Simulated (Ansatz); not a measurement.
Start from `[OH][Ge][Br]` and change one element to get `[OH][Ge][F]`.

Ansatz, PBE0-D4/def2-TZVP geometries, multiplicity 1. Each molecule was computed in one conformer, which needn't be the lowest.

Scalar relativity is left out up to krypton.

```
                                        property  `[OH][Ge][Br]`
           HOMO–LUMO gap (B3LYP/def2-TZVPP) / eV            5.02
  zero-point energy (PBE0-D4/def2-TZVP) / kJ/mol            37.8
         HOMO–LUMO gap (ωB97M-V/def2-TZVPP) / eV            9.48
size of the dipole moment (B3LYP/def2-TZVPP) / D            0.92
  size of the dipole moment (PBE/def2-TZVPP) / D            0.80
             HOMO energy (B3LYP/def2-TZVPP) / eV           -7.70
```

**Question.** Give the same properties after the change, and the shifts. (An estimate is asked.)

**Answer.** Computed: 
```tsv
property	`[OH][Ge][F]`	shift
HOMO–LUMO gap (B3LYP/def2-TZVPP) / eV	5.91	0.89
zero-point energy (PBE0-D4/def2-TZVP) / kJ/mol	40.5	2.7
HOMO–LUMO gap (ωB97M-V/def2-TZVPP) / eV	10.58	1.10
size of the dipole moment (B3LYP/def2-TZVPP) / D	0.71	-0.21
size of the dipole moment (PBE/def2-TZVPP) / D	0.54	-0.26
HOMO energy (B3LYP/def2-TZVPP) / eV	-8.21	-0.51
```

With PBE0 the HOMO falls by 0.46 eV and the LUMO rises by 0.43 eV, so the gap widens by about 0.89 eV. PBE moves the HOMO by -0.32 eV and ωB97M-V by -0.62 eV. Dipoles are sizes alone; their direction can turn.

B3LYP here is the variant with VWN-RPA as its local correlation; programs differ in this.

Spin–orbit coupling is left out; it splits and shifts lone-pair levels of the heavy atoms by tenths of an eV.
